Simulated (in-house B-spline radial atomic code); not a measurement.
# Ionising La⁵⁺ with different functionals

Computed with a radial B-spline atomic code at the basis-set limit: four-component Dirac-Coulomb Hamiltonian, Fermi nucleus of rms radius 4.855 fm, spin-restricted, spherical fractional occupations for the functionals. The ionisation energy is the difference of two self-consistent energies, [Kr] 4d10 5s2 5p4 → [Kr] 4d10 5s2 5p3, without Breit or QED terms; ε is the level of the shell that loses the electron (mean over j). The electron is taken from both j subshells in proportion to 2j + 1, so the result is a j average, not the step between ground levels.

Hybrids are left out here: with spherical fractional occupations of an open shell their exact exchange keeps a self-interaction that integer-occupation calculations don't have.

| method | rung | ΔSCF (eV) | -ε(5p) (eV) |
| --- | --- | --- | --- |
| LDA VWN5 | LDA | 76.77 | 70.14 |
| relativistic LDA | LDA | 76.72 | 70.10 |
| LDA PW92 | LDA | 76.76 | 70.14 |
| LDA exchange-only | LDA | 75.16 | 68.54 |
| PBE | GGA | ? | ? |
| PBEsol | GGA | 76.53 | 69.93 |
| BLYP | GGA | 76.31 | 69.69 |
| RPBE | GGA | 76.39 | 69.81 |
| PW91 | GGA | 76.56 | 69.96 |
| BP86 | GGA | 76.62 | 70.01 |
| AM05 | GGA | ? | ? |
| OLYP | GGA | 76.54 | 69.97 |

**Question.** What does PBE give?

**Answer.** ΔSCF 76.45 eV, and -ε(5p) = 69.87 eV.

**Question.** What does AM05 give?

**Answer.** ΔSCF 76.52 eV, and -ε(5p) = 69.92 eV.

**Question.** How do they compare with the NIST value?

**Answer.** NIST lists 74 eV ± 2 (tabulated theory, ground level to ground level). Errors run from +1.16 to +2.77 eV; all lie within about twice that uncertainty, so the table can't rank the methods.
